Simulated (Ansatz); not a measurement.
CH9B2InOSi (`BBOC[SiH2][InH2]`) at its PBE0-D4/def2-TZVP geometry, where that method's forces vanish. Total charge 0; spin multiplicity 1. In: def2 effective core potential.

```xyz
15

B     1.6243   -2.3364   -0.1750
B     0.5937   -1.3829    0.7306
O    -0.2196   -0.4420    0.1873
C    -1.0895    0.4054    0.9869
Si   -0.9451    2.1583    0.2203
In    0.0043    1.0778   -1.9067
H     2.7598   -2.0154   -0.3833
H     1.2969   -3.4186   -0.5738
H     0.5651   -1.5204    1.9329
H    -0.7987    0.3209    2.0360
H    -2.1070    0.0214    0.8784
H    -0.0320    2.9902    1.0545
H    -2.2855    2.8075    0.2376
H    -1.0754    0.3603   -3.0502
H     1.7087    0.9739   -2.1755
```

Q: What forces (eV/Å) does B3LYP-D4/def2-TZVPP give on these atoms in Ansatz 0.2.0? (Estimate.)

A: Ansatz gave: 
```
B1   0.064 -0.057 -0.028
B2   0.110 -0.144  0.091
O3   0.149 -0.174 -0.116
C4  -0.289  0.152  0.268
Si5 -0.064  0.221  0.099
In6  0.034  0.024 -0.098
H7  -0.118 -0.037  0.017
H8   0.036  0.114  0.034
H9   0.003  0.014 -0.120
H10 -0.033  0.001 -0.070
H11  0.061  0.012  0.020
H12 -0.055 -0.047 -0.042
H13  0.077 -0.035  0.007
H14 -0.035 -0.033 -0.045
H15  0.059 -0.010 -0.016
```

B3LYP here is the variant with VWN-RPA as its local correlation; programs differ in this.
